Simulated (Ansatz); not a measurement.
The cluster Sn4H2, relaxed as a singlet with RKS PBE0-D4/def2-SVP in Ansatz, starting from the GFN2-xTB geometry. Force threshold 0.02 eV/Å.

In the def2 sets Sn takes a core potential; there is no spin–orbit coupling. Another isomer (singlet) lies 0.08 eV lower at PBE0-D4/def2-TZVP; other spin states weren't run for this one.

Start:

```tsv
atom	x (Å)	y (Å)	z (Å)
Sn1	-1.024	-0.410	1.146
Sn2	1.092	-2.106	0.218
Sn3	-1.097	2.104	-0.228
Sn4	1.028	0.414	-1.144
H5	2.038	1.069	0.127
H6	-2.037	-1.071	-0.119
```

(1) Estimate the energy that the relaxation releases and the steps that it takes.

(2) Does the start keep its bonding and symmetry?

(3) Predict the relaxed structure.

Results:

(1) 51.7 kJ/mol, in 26 steps; 69 s on 4 threads of Arm Neoverse V1 on a shared host. The force fell under the threshold at step 4, but the optimiser went on and released 0.502 eV more. No frequencies were taken in this run, so the end may be a saddle point.

(2) By distances, no bond broke or formed. The bond that changes most is Sn1–H6, from 1.75 to 2.02 Å (atoms count from 1). Point group C2h at the start, Cs at the end, both within 0.05 Å.

(3) 
Cartesian coordinates in Å:
```
Sn -0.977 -0.333 1.682
Sn 0.367 -2.123 -0.210
Sn -1.508 1.435 -0.596
Sn 1.117 0.518 -0.658
H 2.502 1.316 -0.014
H -1.500 -0.814 -0.205
```
Bond lengths (bridged metal pairs left out): 5 × Sn–Sn 2.78 to 3.25 Å; 2 × H–Sn 1.72 to 2.02 Å.
